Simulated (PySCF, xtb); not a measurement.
Si(H)3(OH) (H₄OSi), SMILES O[SiH3].

GFN2-xTB run with xtb at its own geometry gives an orbital gap of 6.71 eV and a dipole moment of 1.39 D.

Geometry: B3LYP-D3(BJ)/def2-TZVP.

Problem. What does CAM-B3LYP/def2-TZVPD (PySCF) give? (An estimate is asked for; the answer gives what the named calculation found.)

Solution. gap 10.61 eV (levels -10.23 and 0.37 eV), dipole 1.31 D.
